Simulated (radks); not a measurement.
All-electron atom: Zr III in [Kr] 4d1.5 5s0.5 (fractional occupations, a model configuration).

All-electron calculation, scalar-relativistic Kohn-Sham, r2SCAN, spin-unpolarised, spherical densities, finite nucleus; meta-GGA in the generalised Kohn-Sham scheme; Fermi nuclear charge, rms radius 4.2694 fm. Program: a radial shooting solver on a logarithmic mesh with Libxc functionals.

Energy parts (hartree):
part                       energy
total                 -3598.27121
kinetic                3699.92684
electron-nucleus      -8640.93604
Hartree                1456.64175
exchange-correlation   -113.90376

Orbitals (lengths in bohr, moments of r in powers of bohr; r(max) is where P^2 peaks; r(90%) holds 90 % of the orbital's charge):
| orbital | occ. | eigenvalue (hartree) | r(90%) | r(max) | <1/r> |
|---|---|---|---|---|---|
| 1s | 2 | -657.1745 | 0.0664 | 0.02414 | 41.25 |
| 2s | 2 | -92.00467 | 0.251 | 0.1369 | 9.266 |
| 2p | 6 | -82.02245 | 0.231 | 0.1095 | 9.013 |
| 3s | 2 | -15.77608 | 0.676 | 0.4075 | 3.149 |
| 3p | 6 | -12.48958 | 0.698 | 0.4020 | 2.985 |
| 3d | 10 | -7.11439 | 0.727 | 0.3485 | 2.738 |
| 4s | 2 | -2.65796 | 1.77 | 1.078 | 1.113 |
| 4p | 6 | -1.81780 | 2.01 | 1.177 | 0.9812 |
| 4d | 1.5 | -0.67010 | 3.09 | 1.530 | 0.6743 |
| 5s | 0.5 | -0.59660 | 4.59 | 2.886 | 0.4032 |

The highest occupied level is 5s at -16.234 eV. The density falls to 0.001 e/bohr^3 at r = 3.95 bohr. The electron density at the nucleus is 7.605e+04 e/bohr^3 (large components only). Summed over all electrons, <r^2> = 33.19 bohr^2, which gives a Langevin (diamagnetic) susceptibility term of -26.3 x 10^-6 cm^3/mol.
